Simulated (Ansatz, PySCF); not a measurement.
Caution: the highest occupied level lies above zero, so the state may not be bound. This triplet lies 0.09 eV below the relaxed singlet at the level frozen-core CCSD(T)/aug-cc-pVTZ // PBE-D3(BJ)/def2-SVPD (Ansatz, a first-principles code).

Cartesian coordinates (Å):
SMILES: [BH-]C=C
```xyz
7

B      1.5979    -0.3335    -0.0367
C      0.1113    -0.5784    -0.0319
C     -0.9409     0.3472     0.0295
H      2.2161     0.7288     0.0121
H     -0.2355    -1.6356    -0.0835
H     -2.0025     0.0390     0.0263
H     -0.7463     1.4326     0.0843
```
Charge -1, spin multiplicity 3.

Problem. Give the highest occupied spin orbital and total energy at the level PBE-D3(BJ)/def2-TZVPD // PBE-D3(BJ)/def2-SVPD (PySCF).

Solution. 
```
Quantity                            Result
-----------------------------  -----------
highest occupied spin orbital      1.98 eV
total energy                   -2809.69 eV
```
